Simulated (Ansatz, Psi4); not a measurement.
Input for Ansatz (a first-principles code):
Ansatz 0.2 input:
```yaml
crystal:
  periodic: [false, false, false]
  atoms:
    - {symbol: Li, position_ang: [0.00000000, 0.00000000, 0.82000000]}
    - {symbol: H, position_ang: [0.00000000, 0.00000000, -0.82000000]}
basis:
  gaussian:
    orbitals: cc-pVDZ
hamiltonian:
  xc: hf
total_charge: 1
magnetization: {spin_polarized: true, initial_magnetization: 1}
accuracy: high
```

Q: Give the equivalent Psi4 input.

A: One answer among several that fit: 
```
memory 2 GB

molecule mol {
1 2
  Li    0.000000    0.000000    0.820000
  H     0.000000    0.000000   -0.820000
}

set basis cc-pvdz
set reference uhf
set scf_type pk
set puream true
set d_convergence 1e-8

energy('scf')
print_variables()
```

Both were run: Ansatz gave -7.728365 Eh and Psi4 -7.728365 Eh, 0.000 mEh apart.
